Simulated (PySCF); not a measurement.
**Deuteron quadrupole couplings in `C=C1C=CC(CC)=C1F`**

Species: C8H9F.
SMILES with atom numbers: `[CH2:1]=[C:2]1[CH:3]=[CH:4][C:5]([CH2:6][CH3:7])=[C:8]1[F:9]` (hydrogens: H10, H11 on C1; H12 on C3; H13 on C4; H14, H15 on C6; H16, H17, H18 on C7)

Structure used (GFN2-xTB), in Å, numbered top down from 1:
```xyz
18
C8H9F angstrom
C      3.050   -0.097    1.021
C      1.877    0.156    0.439
C      1.387    1.419   -0.111
C      0.153    1.219   -0.603
C     -0.245   -0.177   -0.412
C     -1.562   -0.745   -0.817
C     -2.688   -0.212    0.071
C      0.784   -0.787    0.205
F      0.859   -2.080    0.571
H      3.794    0.671    1.146
H      3.291   -1.083    1.385
H      1.954    2.330   -0.103
H     -0.479    1.946   -1.079
H     -1.521   -1.834   -0.744
H     -1.766   -0.476   -1.857
H     -2.512   -0.489    1.108
H     -2.743    0.872    0.011
H     -3.643   -0.627   -0.242
```

Level: PBE0/pcSseg-1 (PySCF, non-relativistic); Q(2H) = 0.00286 b; rigid geometry, the same for H and D, with no vibrational averaging.

Question: Rank these positions by the coupling χzz of a deuteron there, largest first.
A. H11 (vinylic hydrogen)
B. H15 (methylene hydrogen)
C. H13 (vinylic hydrogen)
D. H18 (methyl hydrogen)

Answer: C (229 kHz), A (222 kHz), D (212 kHz), B (202 kHz).

Question: Give the electric field gradient Vzz (the principal value of largest size), its asymmetry and the 2H coupling at each hydrogen.

Answer: 
```
atom  bonded to  bond length (Å)  Vzz (au)     η  χzz (kHz)
 H10         C1            1.077    0.3334  0.03        224
 H11         C1            1.078    0.3299  0.03        222
 H12         C3            1.073    0.3457  0.07        232
 H13         C4            1.075    0.3403  0.05        229
 H14         C6            1.092    0.3013  0.02        202
 H15         C6            1.094    0.3010  0.02        202
 H16         C7            1.088    0.3133  0.02        211
 H17         C7            1.088    0.3148  0.03        212
 H18         C7            1.088    0.3160  0.02        212
```

Question: How does χzz go with the bond length over the 9 C–H bonds?

Answer: A straight-line fit has a slope of -14.0 kHz for each 0.01 Å, with a correlation coefficient of -0.99, over lengths from 1.073 to 1.094 Å. The longer bonds have the smaller couplings here.

Question: A static deuteron (I = 1) shows a doublet split by (3/2)χ, (3/4)χ(1 + η) and (3/4)χ(1 − η) with the field along z, y and x of the gradient. What are these for H10?

Answer: With |χ| = 224.0 kHz and η = 0.031: 336, 173 and 163 kHz, to first order and without motion.

Geometry: GFN2-xTB, one conformer, isolated molecule. GFN2-xTB bond lengths can be off by several hundredths of an ångström, more for odd bonds, and the gradients follow them. A larger basis could move these couplings by a tenth or more.
